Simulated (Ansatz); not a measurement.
Total energies of (Cl)2Hf(OSiH2)2O (HfSi₂Cl₂O₃H₄) from Ansatz at PBE-D4/def2-SVP, gas phase (1 Eh = 27.2114 eV = 2625.5 kJ/mol). The reference geometry is relaxed at B3LYP-D4/def2-SVP.

Cartesian coordinates in Å:
```
Hf -0.7809 -1.6921 -0.4942
Cl 0.5358 -3.5976 -1.0098
Cl -3.1285 -2.0096 -0.6280
O -0.2321 -0.1684 -1.5575
Si 0.4488 1.3322 -1.2344
O 0.6559 1.4206 0.4149
Si 0.3901 0.4833 1.7647
O -0.2844 -0.9580 1.2286
H -0.4831 2.3967 -1.6751
H 1.7667 1.4255 -1.9055
H -0.5697 1.1676 2.6627
H 1.6816 0.1995 2.4337
```

```tsv
state	geometry	energy (Eh)
charge 0 singlet	reference	-1774.43118
charge -1 doublet	reference	-1774.41422
free Hf atom (triplet)	–	-47.86708
free Cl atom (doublet)	–	-459.79702
free O atom (triplet)	–	-74.91467
free Si atom (triplet)	–	-289.12416
free H atom (doublet)	–	-0.49863
```

In the def2 sets Hf takes a core potential; there is no spin–orbit coupling.

Question: Work out the vertical electron affinity, to the doublet.

Answer: E(charge 0 singlet) − E(charge -1 doublet) = -1774.43118 − (-1774.41422) = -0.01696 Eh = -0.46 eV; negative, so the extra electron isn't bound. The basis lacks diffuse functions, which makes affinities too small.

Question: What is the binding energy per atom against free atoms?

Answer: Atoms: 1 × (-47.86708) + 2 × (-459.79702) + 3 × (-74.91467) + 2 × (-289.12416) + 4 × (-0.49863) = -1772.44797 Eh. Binding: -1772.44797 − (-1774.43118) = 1.98321 Eh = 53.97 eV, or 4.50 eV for each of 12 atoms (no zero-point energy, no counterpoise term).

At PBE-D4/def2-SVP the highest occupied level of the charge -1 doublet lies above zero (up to 2.61 eV). By energy differences it is unbound by 0.46 eV (vertical, to the charge 0 singlet, at PBE-D4/def2-SVP) and held by the finite basis.
